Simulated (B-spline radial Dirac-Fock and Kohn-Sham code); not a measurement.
## Tm¹⁶⁺: scattering cross sections and density moments

System: Tm¹⁶⁺, configuration [Kr] 4d10 4f7.

These are calculated numbers from an atomic code on a B-spline grid; the model is relativistic Hartree-Fock (Dirac-Fock) wave functions, averaged over the configuration.

```
Sum of ⟨r⟩                          : 17.96 bohr
Sum of ⟨r²⟩                         : 9.452 bohr²
Sum of ⟨1/r⟩                        : 473.87 per bohr
Langevin diamagnetic susceptibility : -7.49 × 10⁻⁶ cm³/mol
Lamb shielding (α²/3)Σ⟨1/r⟩         : 8411 ppm
```

Coherent scattering is the Thomson cross section weighted by f₀², without anomalous dispersion; incoherent scattering is Klein-Nishina weighted by S. The Lamb formula is the non-relativistic shielding expression. Electron correlation is left out. A dash stands where the photon energy is too low for the impulse approximation behind that column.

```
hν (keV)  coherent (b)  incoherent (b)  incoherent per electron (b)
       1          1853               –                            –
       2          1807               –                            –
  8.0478          1200           4.962                       0.0936
 17.4793         566.6           11.42                        0.215
      30         291.9           16.47                        0.311
      50         136.6           19.95                        0.376
     200         12.94           19.81                        0.374
    1000        0.6013           11.08                        0.209
```

Incoherent scattering overtakes coherent scattering between 50 and 200 keV.
